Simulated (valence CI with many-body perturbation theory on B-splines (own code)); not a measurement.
## Sc¹⁴⁺: configurations and terms from energies and g

Computed by relativistic CI+MBPT: five valence electrons over a frozen Dirac-Fock core [He], a basis of 9 s, 9 p, 8 d, 6 f, 3 g, 1 h functions for each j, with the one-electron correlation potential Σ1 (screened to all orders), the two-electron term Σ2, the three-electron term Σ3, Breit, model QED; selected single and double excitations, second order for the rest (own B-spline code, finite nucleus).

No measured levels were compared; by estimate levels of excited configurations hold to 0.05 to 0.15 % of their energy, terms of the ground configuration to about 0.5 %. Among the levels kept, up to 2000 cm⁻¹ of a level comes from second order outside the variational space, and about a tenth of that is noise between levels of different J, which matters for small intervals.

| No. | J | Parity | E (cm⁻¹) | g |
| --- | --- | --- | --- | --- |
| 1 | 3/2 | odd | 0 | 1.981 |
| 2 | 3/2 | odd | 111440 | 0.879 |
| 3 | 5/2 | odd | 122180 | 1.198 |
| 4 | 1/2 | odd | 185180 | 0.663 |
| 5 | 3/2 | odd | 200750 | 1.270 |
| 6 | 5/2 | even | 552130 | 1.595 |
| 7 | 3/2 | even | 577380 | 1.730 |
| 8 | 1/2 | even | 588530 | 2.660 |
| 9 | 3/2 | even | 761740 | 0.806 |
| 10 | 5/2 | even | 764480 | 1.202 |
| 11 | 1/2 | even | 882570 | 1.838 |
| 12 | 3/2 | even | 917420 | 1.325 |
| 13 | 1/2 | even | 952350 | 0.835 |
| 14 | 3/2 | odd | 1442400 | 1.332 |

Energies count from the lowest level. Strongly mixed levels and levels close to another of their J and parity are left out, so the numbers can have gaps.

(1) Give configuration and LS term of each level.

Answers

(1) 1: 2s²2p³ ⁴S°; 2: 2s²2p³ ²D°; 3: 2s²2p³ ²D°; 4: 2s²2p³ ²P°; 5: 2s²2p³ ²P°; 6: 2s2p⁴ ⁴P; 7: 2s2p⁴ ⁴P; 8: 2s2p⁴ ⁴P; 9: 2s2p⁴ ²D; 10: 2s2p⁴ ²D; 11: 2s2p⁴ ²S; 12: 2s2p⁴ ²P; 13: 2s2p⁴ ²P; 14: 2p⁵ ²P°.
